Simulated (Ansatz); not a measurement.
```yaml
crystal:
  periodic: [false, false, false]
  atoms:
    - {symbol: C, position_ang: [0.885534, 0.345328, -1.442716]}
    - {symbol: C, position_ang: [0.408058, -0.739122, -0.371603]}
    - {symbol: C, position_ang: [-1.109514, -1.165030, -0.630291]}
    - {symbol: C, position_ang: [0.629672, -0.225469, 1.127765]}
    - {symbol: In, position_ang: [-0.519757, 1.635657, 1.762488]}
    - {symbol: H, position_ang: [0.791818, -0.054500, -2.514557]}
    - {symbol: H, position_ang: [0.242576, 1.297196, -1.373779]}
    - {symbol: H, position_ang: [1.980877, 0.644948, -1.273404]}
    - {symbol: H, position_ang: [1.059932, -1.680635, -0.521081]}
    - {symbol: H, position_ang: [-1.809540, -0.256377, -0.537837]}
    - {symbol: H, position_ang: [-1.455457, -1.956810, 0.125779]}
    - {symbol: H, position_ang: [-1.249409, -1.599458, -1.683480]}
    - {symbol: H, position_ang: [0.349783, -1.045390, 1.885460]}
    - {symbol: H, position_ang: [1.740547, 0.007066, 1.319210]}
    - {symbol: H, position_ang: [-0.295368, 2.247258, 3.462806]}
    - {symbol: H, position_ang: [-1.649751, 2.545349, 0.665251]}
basis:
  gaussian: {orbitals: STO-3G, point_charges: [{charge: -1.00, position_ang: [6.591, -0.934, 0.631]}]}
magnetization: {spin_polarized: true, initial_magnetization: 0}
hamiltonian: {xc: {name: PBE0}, dispersion: d3bj}
```

```sh
$ ansatz run in.yaml --threads 4 --pin off --events-out ev --progress --plain --max-ram 11315MiB
```

It prints (some lines left out):

```
Functional definition: PBE0
807 factors; integrals over basis functions are off by at most 5.4e-5 eV
mean field evaluation 1: about -158955.3933 eV, gradient 8.6e0 eV
mean field evaluation 2: about -158955.8043 eV, gradient 5.8e0 eV
mean field evaluation 4: about -158956.0577 eV, gradient 2.8e-1 eV
mean field evaluation 8: about -158955.9125 eV, gradient 2.6e-3 eV
mean field -158955.91253200 eV, -5841.5220413635 hartree, gradient 9.9e-6 eV, S^2 0.000000; 0 other end points of the search recorded, 0 dependent functions left out
reference -158955.91255372 eV, -5841.5220421618 hartree; 42, 42 occupied and 16, 16 virtual orbitals, 807 factors
Total energy: -158956.21952244 eV, -5841.5333230542 hartree
```

Hardware: 4 threads of an Intel Xeon Platinum 8375C on a shared host. Wall time 1.4 s, peak host memory 0.56 GiB.
